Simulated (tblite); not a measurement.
Compound: C5H16N2Si.
Cartesian coordinates in Å at the GFN2-xTB level; atoms count from 1:
```xyz
24
C5H16N2Si angstrom
C     -2.5574    0.6684    0.1806
C     -1.5873    0.8628   -0.9760
C     -0.5617   -0.2681   -1.0410
N      0.2074   -0.3519    0.1869
C      0.8471   -1.6386    0.4145
C      1.8890   -2.0679   -0.6232
N      1.1188    0.7080    0.3268
Si     0.9283    1.8924    1.5525
H     -3.2486    1.5054    0.2451
H     -3.1321   -0.2456    0.0477
H     -2.0014    0.5947    1.1110
H     -1.0644    1.8129   -0.8575
H     -2.1313    0.8940   -1.9229
H     -1.0835   -1.2195   -1.1675
H      0.0914   -0.1113   -1.9194
H      1.3236   -1.5701    1.3956
H      0.0517   -2.3864    0.4709
H      1.4387   -2.1757   -1.6076
H      2.6934   -1.3376   -0.6805
H      2.3171   -3.0243   -0.3353
H      1.7265    0.8478   -0.4756
H      2.2308    2.5597    1.5883
H      0.6113    1.1716    2.7839
H     -0.1189    2.8990    1.3104
```

All values are computed: GFN2-xTB (tblite) harmonic vibrations without scaling, gas phase. Errors from tens to a few hundred cm⁻¹ against measured bands are possible. Modes of hydrogen on silicon can be 10 to 20 % off. One conformer, not necessarily the lowest.

Harmonic wavenumbers (cm⁻¹): 57.8, 61.4, 83.3, 111.3, 118.1, 161.7, 192.7, 213.1, 254.0, 264.2, 352.2, 370.8, 425.7, 455.6, 566.1, 583.7, 602.0, 741.6, 766.3, 811.4, 821.2, 829.8, 842.5, 905.3, 933.0, 939.7, 994.6, 1064.8, 1079.9, 1088.7, 1110.7, 1124.9, 1183.8, 1198.9, 1244.7, 1262.9, 1285.1, 1327.0, 1344.6, 1350.9, 1360.3, 1397.3, 1407.9, 1465.3, 1471.9, 1485.3, 1495.6, 1502.3, 1502.9, 1504.3, 2162.5, 2245.8, 2266.2, 2795.5, 2957.4, 2965.6, 2971.5, 2972.9, 2995.3, 3031.9, 3032.6, 3034.0, 3036.9, 3044.4, 3054.8, 3285.4.

A = 1608, B = 1379, C = 858.8 MHz; mass 132.108 u (most abundant isotopes); point group C1, symmetry number 1.

Zero-point energy?

½Σν̃ = 44786 cm⁻¹ = 128.05 kcal/mol.

Entropy at 350 K, 1 bar (ideal gas, RRHO, classical rotation)?

Translation 41.37, rotation 29.99, vibration 43.43: S = 114.8 cal/(mol K).

And Cp and H(350 K) − H(0)?

Cp = 51.47 cal/(mol K), of which vibrations give 43.52 (their classical limit is 66 R = 131.2); H(350 K) − H(0) = 10.64 kcal/mol without the zero-point energy, 7.86 from vibrations.

Blend soft modes into free rotors: weight 1/[1 + (100 cm⁻¹/ν̃)⁴] for the oscillator and the rest for a rotor with moment μB/(μ + B), μ = h/(8π²ν), B = 10⁻⁴⁴ kg m². What vibrational entropy results?

40.07 cal/(mol K) in place of 43.43, which changes −T·S at 350 K by +1.18 kcal/mol.

Which modes carry the vibrational entropy at 350 K?

57.8 cm⁻¹: 4.85; 61.4 cm⁻¹: 4.73; 83.3 cm⁻¹: 4.13; 111.3 cm⁻¹: 3.56; 118.1 cm⁻¹: 3.44; 161.7 cm⁻¹: 2.83 cal/(mol K); the other 60 give 19.89 together.

How do the functions run with temperature in this model?

```csv
T (K),S (cal/(mol K)),Cp (cal/(mol K)),H − H(0) (kcal/mol),G − H(0) (kcal/mol),ln q(vib)
50,59.7,15.0,0.53,-2.46,0.59
100,72.5,22.4,1.48,-5.78,2.17
298.15,107.1,45.2,8.14,-23.78,8.87
373.15,118.2,54.2,11.87,-32.23,11.30
500,136.0,68.1,19.65,-48.37,15.34
750,167.8,88.4,39.38,-86.44,23.04
1000,195.2,102.0,63.29,-131.89,30.26
```

q(vib) and H(0) count from the zero-point level.

Hindered rotation and anharmonicity are outside this model. Other conformers, if any are populated, would add a mixing term that is left out. The structure is chiral; the term R ln 2 for an equal mix with its mirror image is left out.

Run on an x86-64 server with one thread, shared host. The figure is for the frequency step alone.
